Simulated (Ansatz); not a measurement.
# Which method gave which barrier?

Saddle point of BNH₂BrF, singlet (BNH₂BrF ([NH2][B]([F])[Br]) → BNHF ([NH][B][F]) + HBr; bonds formed: Br2–H4; bonds broken: B1–Br2, N3–H4), PBE0-D4/def2-TZVP structure:

```
atom    x (Å)    y (Å)    z (Å)
  B1   0.4140   0.6889   0.3135
 Br2   0.4121  -1.1055  -1.9086
  N3  -0.5643  -0.0892   0.6261
  H4  -0.4025  -0.8344  -0.5090
  F5   1.3598   1.5096   0.0960
  H6  -1.2193  -0.1694   1.3819
```

Ansatz 0.2.0; basis: def2-TZVPP, with def2-QZVPP for the basis limit; cores frozen in the correlated methods. Filled d shells of the heavier atoms are correlated. The def2 sets are not built for correlating such inner shells, so the correlated values are less sure here. Extrapolation: Hartree–Fock as exp(−7.88 √X), correlation as X^−2.97. Four methods, as single points on the PBE0-D4 structures, gave these electronic barriers from the start structure: 272.0, 286.2, 306.1, 333.6 kJ/mol.

Q: The methods were, in alphabetical order, CCSD(T), HF, PBE-D4, r2SCAN-D4. Which gave which? (Judge from chemistry; the calculation decides.)

A: The calculation gives: PBE-D4 272.0; r2SCAN-D4 286.2; CCSD(T) 306.1; HF 333.6 kJ/mol. For comparison, CCSD(T) at an estimated basis limit (MP2 extrapolated from triple and quadruple zeta, plus CCSD(T) − MP2 in triple zeta) gives 302.6 kJ/mol.

No T1 diagnostic of these runs exceeds 0.013.

Labels in which every atom is bracketed show which atoms are joined, not bond orders.

For scale, one of the runs: CCSD(T)/def2-TZVPP, 169 basis functions, launched by `ansatz run in.yaml --threads 4 --pin off --events-out ev --progress --plain --max-ram 9574MiB`. Hardware: 4 CPU threads of an Arm Neoverse V1, shared host. Wall time 35 s; peak host memory 1.5 GiB.
